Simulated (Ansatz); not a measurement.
The C3–H4 bond of CH5BSe (SMILES CB[SeH]) is stretched (multiplicity 1, the rest rigid).
Geometry at rest (charge 0, multiplicity 1):
```
atom    x (Å)    y (Å)    z (Å)
----  -------  -------  -------
B     -0.1528  -0.5534   1.0626
H     -1.1320  -0.5894   1.7355
C      1.1691  -1.2645   1.4816
H      0.9786  -2.3331   1.6320
H      1.4936  -0.8885   2.4585
H      2.0000  -1.1608   0.7826
Se    -0.2340   0.4253  -0.5976
H     -1.6347   0.8649  -0.4932
```

Frozen-core correlation. Filled d and f shells under p-block atoms count as core.

Programs: Ansatz (Gaussian basis) for Hartree–Fock, density functionals and correlated methods. Values without a source in brackets are computed.

Energies above the point at 1.096 Å (the B3LYP-D3(BJ) bond length), FIC-MRCISD+Q on CASSCF(2,2)/cc-pVTZ (kcal/mol): 5.52 at 0.986 Å; 3.67 at 1.205 Å; 110.09 at 3.507 Å.

Task: Take the last value as the depth D of a Morse curve D(1 − e^(−a(R − R₀)))², fit a and R₀ to the two near points, and test it at 1.479 and 1.918 Å.

Result: 
With D = 110.1, both near points (counted from the curve's value at 1.096 Å) are met by a = 1.84 Å⁻¹ and R₀ = 1.096 Å, so k = 2Da² = 749 kcal/(mol Å²). The curve then gives 28.3 and 67.0 kcal/mol; the level itself gives 28.3 and 69.4, so Morse is off by 0.0 and -2.4.

Ansatz is an electronic-structure program.
